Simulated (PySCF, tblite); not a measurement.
Isomers of C8H17BO. Method: GFN2-xTB as coded in tblite; computed harmonic values from a numerical Hessian at the method's own geometry, unscaled. Against measured fundamentals such values can be off by several per cent, at times by over 20. Modes of hydrogen on boron can be 10 to 20 % off. One conformer each.

Electronic energies: PBE0-D3(BJ)/def2-SVP at its own geometries (PySCF, gas phase).

| SMILES | electronic energy, lowest = 0 (kJ/mol) |
| --- | --- |
| CC(C)O[C@@H]1CBCCC1 | 9.5 |
| CB(C)[C@@H]1CCCOCC1 | 0.0 |
| CC(C)O[C@H]1BCCCC1 | 33.5 |

Q: How do GFN2-xTB zero-point energies change the relative energies?

A: 
| SMILES | ZPE (kJ/mol) | of it from modes above 1550 cm⁻¹ | electronic (kJ/mol) | with ZPE, lowest = 0 (kJ/mol) | lowest mode (cm⁻¹) | rings |
| --- | --- | --- | --- | --- | --- | --- |
| CB(C)[C@@H]1CCCOCC1 | 624.8 | 302.0 | 0.0 | 0.0 | 17i | 1 |
| CC(C)O[C@@H]1CBCCC1 | 621.3 | 300.5 | 9.5 | 6.1 | 40 | 1 |
| CC(C)O[C@H]1BCCCC1 | 622.2 | 300.5 | 33.5 | 30.9 | 39 | 1 |

The zero-point energies span 3.5 kJ/mol, from `CC(C)O[C@@H]1CBCCC1` to `CB(C)[C@@H]1CCCOCC1`. Slightly imaginary modes are left out of the zero-point energy: `CB(C)[C@@H]1CCCOCC1` 16.7i cm⁻¹. The order is unchanged.

Q: And how do the electronic energies of GFN2-xTB itself compare?

A: `CB(C)[C@@H]1CCCOCC1` 36.4; `CC(C)O[C@@H]1CBCCC1` 0.0; `CC(C)O[C@H]1BCCCC1` 18.1 kJ/mol, lowest = 0. Against the energies above, taken from the same isomer `CB(C)[C@@H]1CCCOCC1`, the largest difference is 51.8 kJ/mol. The two levels were optimised apart and needn't hold the same conformer.
